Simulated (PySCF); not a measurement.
A side-by-side comparison of computed properties.

First species: CH6O3Si2.
Cartesian coordinates in Å at the GFN2-xTB level; atoms count from 1:
```
atom  x, y, z in Å
O1     1.4202    0.0280   -1.4769
C2     1.6668   -0.0550   -0.2990
O3     2.9292   -0.1520    0.1451
Si4    0.3918   -0.0727    1.1348
O5    -1.0820    0.0092    0.5017
Si6   -2.2659    0.1325   -0.6181
H7     3.5579   -0.1449   -0.5991
H8     0.6091    1.1102    1.9619
H9     0.5052   -1.3440    1.8425
H10   -2.5221    1.5627   -0.7751
H11   -1.8218   -0.5061   -1.8500
H12   -3.3873   -0.5686    0.0062
```

Second species: C6H14NOP.
Atom-mapped SMILES: `[CH3:1][N:2]=[P:3]1([CH3:4])[CH2:5][CH2:6][O:7][CH2:8][CH2:9]1` (hydrogens: H10, H11, H12 on C1; H13, H14, H15 on C4; H16, H17 on C5; H18, H19 on C6; H20, H21 on C8; H22, H23 on C9)

Levels: PBE0/pcSseg-1 for HOMO energy, LUMO energy and HOMO–LUMO gap. Geometries: GFN2-xTB. Each species is one conformer at its optimised geometry, gas phase, non-relativistic unless stated. Electronic properties by PySCF.

The conformers computed, where there is a choice (atom-mapped SMILES and torsion angles):
- `[O:1]=[C:2]([OH:3])[SiH2:4][O:5][SiH3:6]`: O1–C2–Si4–O5 1°, C2–Si4–O5–Si6 -3°, H–O3–C2–O1 0°

The conformers of `CN=P1(C)CCOCC1` aren't listed.

| property | column X | column Y |
| --- | --- | --- |
| HOMO energy | -5.83 eV | -7.82 eV |
| LUMO energy | 0.99 eV | -0.53 eV |
| HOMO–LUMO gap | 6.82 eV | 7.29 eV |

(1) Which column belongs to which species?

(2) How does each property change from the first species to the second?

Results:

(1) Column X is the second species and column Y the first. The first has 12 atoms and 64 electrons, the second 23 and 80.

(2) HOMO energy +1.99 eV; LUMO energy +1.52 eV; HOMO–LUMO gap -0.47 eV.

